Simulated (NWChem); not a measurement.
Molecule: SnH$_{2}$S, singlet; SMILES [SnH][SH]

Low-valent species are run as closed-shell singlets; no triplet was tried in these runs. def2 effective core potentials on Sn; no spin-orbit coupling.

Task: Give the equilibrium geometry at PBE0/def2-SVP with def2 effective core potentials on Sn (NWChem) as an XYZ file, with the point group.

Result: point group Cs; any orientation.
```
4

Sn     0.0208     0.6267     0.0000
H     -1.7573     0.6508     0.0000
S     -0.0698    -1.8093     0.0000
H      1.2702    -1.9911     0.0000
```
